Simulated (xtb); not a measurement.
xtb input (GFN2-xTB):

```bash
xtb mol.xyz --gfn 2 --sp --chrg -1 --uhf 0
```
mol.xyz:
```
4

Sn    -0.03671029     0.03918510    -0.01708420
H      0.48868748    -1.34950674    -1.04798386
H     -0.31208782    -1.02448347     1.41819917
H      1.65891466     0.41473540     0.48399458
```

End of the output:

```
         :::::::::::::::::::::::::::::::::::::::::::::::::::::
         ::                     SUMMARY                     ::
         :::::::::::::::::::::::::::::::::::::::::::::::::::::
         :: total energy              -3.831043839283 Eh    ::
         :: gradient norm              0.029247513236 Eh/a0 ::
         :: HOMO-LUMO gap              6.045643089043 eV    ::
         ::.................................................::
         :: SCC energy                -3.834485918277 Eh    ::
         :: -> isotropic ES            0.125067474537 Eh    ::
         :: -> anisotropic ES          0.006182722543 Eh    ::
         :: -> anisotropic XC          0.000948971068 Eh    ::
         :: -> dispersion             -0.003734892613 Eh    ::
         :: repulsion energy           0.003442078995 Eh    ::
         :: add. restraining           0.000000000000 Eh    ::
         :: total charge              -1.000000000000 e     ::
         :::::::::::::::::::::::::::::::::::::::::::::::::::::

           -------------------------------------------------
          |                Property Printout                |
           -------------------------------------------------

    * Orbital Energies and Occupations

         #    Occupation            Energy/Eh            Energy/eV
      -------------------------------------------------------------
         1        2.0000           -0.4525172             -12.3136
         2        2.0000           -0.1810147              -4.9257
         3        2.0000           -0.1810147              -4.9257
         4        2.0000           -0.1391184              -3.7856 (HOMO)
         5                          0.0830549               2.2600 (LUMO)
         6                          0.0830549               2.2600
         7                          0.2123941               5.7795
         8                          0.2175723               5.9204
         9                          0.2175723               5.9204
        10                          0.2607590               7.0956
        11                          0.7186503              19.5555
        12                          0.7186503              19.5555
      -------------------------------------------------------------
                  HL-Gap            0.2221733 Eh            6.0456 eV
             Fermi-level           -0.0280317 Eh           -0.7628 eV

     #   Z          covCN         q      C6AA      α(0)
     1  50 Sn       2.650    -0.032   406.622    39.941
     2   1 H        0.883    -0.323    26.999     8.133
     3   1 H        0.883    -0.323    26.999     8.133
     4   1 H        0.883    -0.323    26.999     8.133

 Mol. C6AA /au·bohr⁶  :       1266.260885
Note: The following floating-point exceptions are signalling: IEEE_DENORMAL
normal termination of xtb
 Mol. C8AA /au·bohr⁸  :      77992.328158
 Mol. α(0) /au        :         64.341380

Wiberg/Mayer (AO) data.
largest (>0.10) Wiberg bond orders for each atom

 ---------------------------------------------------------------------------
     #   Z sym  total        # sym  WBO       # sym  WBO       # sym  WBO
 ---------------------------------------------------------------------------
     1  50 Sn   2.656 --     4 H    0.885     2 H    0.885     3 H    0.885
     2   1 H    0.896 --     1 Sn   0.885
     3   1 H    0.896 --     1 Sn   0.885
     4   1 H    0.896 --     1 Sn   0.885
 ---------------------------------------------------------------------------

Topologies differ in total number of bonds
Writing topology from bond orders to xtbtopo.mol

molecular dipole:
                 x           y           z       tot (Debye)
 q only:       -1.117       1.192      -0.520
   full:       -1.229       1.312      -0.572       4.796
molecular quadrupole (traceless):
                xx          xy          yy          xz          yz          zz
 q only:        0.121      -0.601       0.199       0.262      -0.280      -0.320
  q+dip:        0.107      -0.531       0.176       0.231      -0.247      -0.283
   full:       -0.004       0.020      -0.007      -0.009       0.009       0.011

           -------------------------------------------------
          | TOTAL ENERGY               -3.831043839283 Eh   |
          | GRADIENT NORM               0.029247513236 Eh/α |
          | HOMO-LUMO GAP               6.045643089043 eV   |
           -------------------------------------------------

------------------------------------------------------------------------
------------------------------------------------------------------------
 total:
 SCF:
```

Whether it binds its extra electron was not tested at this geometry.
